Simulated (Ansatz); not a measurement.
Reaction (redistribution): `C[O][GeH2][CH3]` + `C[SiH2]C[SiH2]O` → `C[SiH2][GeH2][CH3]` + `COC[SiH2]O`

Calculated with Ansatz (gas phase, PBE0-D4/def2-TZVP geometries, no zero-point term in ΔE). CBS: MP2 limit from def2 TZ/QZ plus the TZ coupled-cluster correction, frozen cores. Functionals use def2-TZVPP. B3LYP here is the variant with VWN-RPA as its local correlation; programs differ in this. For Ge outer-core shells are correlated without core-valence functions, which leaves a few kJ/mol of doubt a bond. Scalar relativity is left out up to krypton. One conformer a species, not always the lowest.

`C[O][GeH2][CH3]`:

Z-matrix (Å, degrees):
```
C
O 1 1.404
H 1 1.093 2 108.3
H 1 1.099 2 112.2 3 -119.1
H 1 1.099 2 112.2 3 119.1
Ge 2 1.784 1 118.3 3 -179.9
C 6 1.936 2 105.0 1 179.6
H 6 1.546 2 108.1 1 -59.4
H 6 1.546 2 108.1 1 58.6
H 7 1.090 6 109.7 2 59.9
H 7 1.090 6 109.7 2 -59.8
H 7 1.091 6 110.6 2 -180.0
```

`C[SiH2]C[SiH2]O`:

```xyz
15

C    -1.068   -1.653   -1.012
Si    0.495   -0.658   -1.265
C     0.472    0.941   -0.282
Si    0.268    0.736    1.557
O     0.525    2.133    2.398
H    -1.951   -1.072   -1.291
H    -1.053   -2.558   -1.624
H    -1.181   -1.954    0.032
H     0.655   -0.343   -2.714
H     1.677   -1.464   -0.848
H     1.415    1.468   -0.469
H    -0.334    1.574   -0.670
H    -1.102    0.214    1.830
H     1.273   -0.217    2.088
H    -0.093    2.853    2.268
```

`C[SiH2][GeH2][CH3]`:

Cartesian coordinates in Å:
```
C 0.128 -1.365 -1.691
Si 0.723 -1.282 0.088
Ge -0.481 0.365 1.318
C -0.320 2.133 0.482
H -0.931 -1.626 -1.732
H 0.687 -2.116 -2.254
H 0.260 -0.401 -2.188
H 2.174 -0.937 0.119
H 0.568 -2.611 0.743
H -1.976 -0.020 1.384
H 0.032 0.442 2.771
H -0.881 2.874 1.051
H -0.711 2.107 -0.536
H 0.727 2.438 0.445
```

`COC[SiH2]O`:

```xyz
13

C     1.413    0.593   -0.912
O     1.026    0.579    0.437
C    -0.370    0.786    0.611
Si   -1.328   -0.819    0.281
O    -0.399   -2.037    0.888
H     0.916   -0.194   -1.495
H     1.187    1.561   -1.379
H     2.490    0.427   -0.944
H    -0.507    1.066    1.660
H    -0.720    1.635    0.007
H    -1.583   -1.032   -1.171
H    -2.639   -0.792    0.980
H     0.513   -1.773    1.037
```

| level | ΔE (kJ/mol) | difference from CCSD(T)/CBS |
| --- | --- | --- |
| PBE-D4 | 102.4 | -22.0 |
| PBE0-D4 | 109.9 | -14.5 |
| ωB97X-V | 119.0 | -5.4 |
| ωB97M-V | 122.5 | -1.9 |
| B2PLYP | 123.7 | -0.7 |
| PBE | 102.7 | -21.7 |
| PBE0 | 110.3 | -14.1 |
| B3LYP | 115.3 | -9.1 |
| MP2/def2-TZVPP | 134.9 | 10.5 |
| SCS-MP2/def2-TZVPP | 133.1 | 8.7 |
| CCSD/def2-TZVPP | 124.9 | 0.5 |
| HF/def2-QZVPP | 136.9 | 12.5 |
| MP2/def2-QZVPP | 136.2 | 11.8 |
| HF/CBS(def2) | 137.2 | 12.8 |
| MP2/CBS(def2) | 135.9 | 11.5 |
| CCSD/CBS(def2) | 125.9 | 1.5 |
| CCSD(T)/CBS | 124.4 | 0 |

Largest T1 diagnostic among the species: 0.011.

From PBE to PBE0 (25 % exact exchange), in def2-TZVPP and without D4, ΔE moves by +7.5 kJ/mol.
